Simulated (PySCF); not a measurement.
# Electronic structure of Be⁺ (beryllium, charge +1) at the PBE0 level

Configuration: [He] 2s1, 2S determinant. Computed with PySCF 2.14 in x2c-SVPall, with scalar relativity by spin-free X2C-1e.

```json
{
  "Total energy": "-14.2927 hartree",
  "One-electron energy": "-17.5722 hartree",
  "Hartree (Coulomb) energy": "5.8012 hartree",
  "Exchange-correlation energy": "-2.5217 hartree",
  "⟨S²⟩": "0.7500",
  "⟨L²⟩": "0.000",
  "Sum of ⟨r⟩": "3.159 bohr",
  "Sum of ⟨r²⟩": "6.755 bohr²",
  "Langevin diamagnetic susceptibility": "-5.35 ×10⁻⁶ cm³/mol",
  "Time after the integrals": "0.06 s of wall time on 1 thread of Intel(R) Xeon(R) Platinum 8488C (shared host)"
}
```

| shell | electrons | mean orbital energy (hartree) | rms radius, mean of both spins (bohr) |
| --- | --- | --- | --- |
| 1s α | 1 | -4.55344 | 0.487 |
| 1s β | 1 | -4.52926 | 0.487 |
| 2s α | 1 | -0.56283 | 2.51 |
